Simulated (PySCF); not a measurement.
Mn(OH)3 (H₃MnO₃), SMILES [OH][Mn]([OH])[OH] (connectivity only; charge and spin as stated), neutral, multiplicity 5. Atoms are numbered in the order given.

```xyz
7

Mn     0.1116     0.0932     0.0144
O     -1.1160    -1.1879    -0.0607
H     -1.9269    -0.8873    -0.4896
O     -0.5150     1.4894    -0.8882
H     -1.1170     1.5692    -1.6316
O      1.4648    -0.5133     0.9823
H      1.5826    -1.3182     1.4924
```
Charge 0, spin multiplicity 5.

The structure is a stationary point at PBE0-D3(BJ)/def2-SVP. The multiplicity is an assumed one; other spin states were not compared. The values are those of a single conformer.

All values below come from PBE/def2-TZVPD in PySCF.

Mulliken values depend strongly on the basis, most of all with diffuse functions as here. ESP charges are fitted to the potential on shells at 1.4 to 2.0 van der Waals radii. Atomic charges (e):

```
atom  Mulliken  ESP fit  meta-Löwdin  Mulliken spin
----  --------  -------  -----------  -------------
Mn1       1.45     0.88          [?]           3.81
O2       -0.71    -0.66          [?]           0.05
H3        0.27     0.36          [?]           0.02
O4       -0.73    -0.64          [?]           0.03
H5        0.23     0.34          [?]           0.02
O6       -0.74    -0.65          [?]           0.05
H7        0.24     0.38          [?]           0.02
```

Problem. Complete the blanks. (The exact figures need the calculation; the answer reports its results.)

Solution. 
- Mn1, meta-Löwdin: 1.40
- O2, meta-Löwdin: -0.75
- H3, meta-Löwdin: 0.33
- O4, meta-Löwdin: -0.84
- H5, meta-Löwdin: 0.34
- O6, meta-Löwdin: -0.83
- H7, meta-Löwdin: 0.35
